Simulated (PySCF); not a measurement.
# SMILES C=C(F)/C(F)=C\C=O, C$_{5}$H$_{4}$F$_{2}$O

Geometry:
| atom | x (Å) | y (Å) | z (Å) |
| --- | --- | --- | --- |
| C1 | -2.321 | -0.371 | -0.256 |
| C2 | -1.044 | -0.327 | 0.128 |
| F3 | -0.638 | -0.971 | 1.221 |
| C4 | 0.009 | 0.400 | -0.582 |
| F5 | -0.467 | 1.024 | -1.656 |
| C6 | 1.323 | 0.518 | -0.309 |
| C7 | 2.088 | -0.061 | 0.805 |
| O8 | 3.271 | 0.149 | 0.928 |
| H9 | -2.638 | 0.159 | -1.152 |
| H10 | -3.047 | -0.936 | 0.329 |
| H11 | 1.908 | 1.128 | -1.003 |
| H12 | 1.536 | -0.700 | 1.527 |

Theory: TDDFT CAM-B3LYP/aug-cc-pVDZ excited states, vertical, gas phase in PySCF 2.14.0. Geometry: PBE0-D3(BJ)/def2-SVP.

Problem. Give the one- and two-photon strengths of the lowest singlets.

Solution. δ for parallel linear polarisation; σ at the peak of a Lorentzian of half width 0.1 eV, single beam; Ω is circular over linear.
```tsv
state	E (eV)	f	photon λ (nm)	δ (au)	σ (GM)	Ω	main
S1	3.64	0.000	681	<0.1	0.00	–	HOMO−1→LUMO 0.83, HOMO−1→LUMO+4 0.15
S2	5.12	0.733	484	112	1.07	0.59	HOMO→LUMO 0.98
S3	6.42	0.015	386	1150	17.36	0.80	HOMO−2→LUMO 0.95
S4	6.47	0.000	383	2.26	0.04	1.36	HOMO−1→LUMO+4 0.68, HOMO−1→LUMO 0.15
S5	6.76	0.005	367	197	3.30	1.50	HOMO→LUMO+1 0.84
S6	7.10	0.047	349	2020	37.33	0.44	HOMO→LUMO+4 0.71, HOMO−1→LUMO+3 0.09
```

Among these, the strongest one-photon state is S2, the strongest two-photon state S6, with a dipole change of 1.3 D (relaxed, norm of the difference vector).
